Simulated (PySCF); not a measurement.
## From computed data to an observable: oscillator strength and radiative lifetime

C3H6N2Si, SMILES C1=NC[SiH2]N=C1.

Geometry: B3LYP-D3(BJ)/def2-SVP. This is a generated structure with no PubChem entry under its InChIKey; it may be hypothetical. Other conformers were not sampled.

TDDFT-PBE/def2-SVPD (PySCF) puts the first singlet state with f over 0.02 at 4.50 eV (vertical), with the transition dipole (0.095, 0.488, 0.055) in atomic units.

Task: Find the oscillator strength, the wavelength and the radiative lifetime that this transition would have in vacuum if emission retraced absorption.

Result: 
|μ|² = 0.2502 au, so |μ| = 1.27 D. ΔE = 4.50/27.211 = 0.1654 hartree. f = (2/3) ΔE |μ|² = 0.028 (the program prints 0.028).
λ = 1239.84/4.50 = 276 nm; ν = 36295 cm⁻¹.
Einstein's coefficient A = 0.6670 ν² f s⁻¹ (ν in cm⁻¹) = 2.4e7 s⁻¹, so τ = 1/A = 41 ns. This state is S3; the lower singlets have f = 0.002, 0.000. The figure is the radiative limit of this one transition; relaxation, internal conversion, crossing to triplets and a medium change what is measured.
